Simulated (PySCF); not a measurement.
Computed shifts of a molecule C₃H₅ClOSi, PBE/pcSseg-1 in PySCF, GIAO, gas phase, atoms alike by connectivity averaged where their shifts nearly agree, in ppm (number of nuclei): ²⁹Si: 16.7 (1). ¹³C: 175.7 (1), 95.5 (1), 69.2 (1). ¹H: 7.52 (1), 6.34 (1), 5.27 (1), 4.25 (2). References: ³⁵Cl against HCl (σ = 936.5 ppm); ²⁹Si against TMS (σ = 335.4 ppm); ¹³C against TMS (σ = 182.0 ppm); ¹⁷O against H2O (σ = 334.3 ppm); ¹H against TMS (σ = 31.49 ppm), references at their B3LYP-D3(BJ)/def2-TZVP geometries, non-relativistic (without spin–orbit terms, shifts of atoms bonded to Cl or Br come out too high). Geometry: r2SCAN-D4/def2-SVP. Other conformers were not sampled.

Q: Identify the compound among the candidates.
(A) Cl[Si@@H]1C=COC1
(B) C=C=C[Si@H](O)Cl
(C) O[Si@H]1CC=C1Cl
(D) Cl[SiH2]C1=CCO1

A: A, Cl[Si@@H]1C=COC1
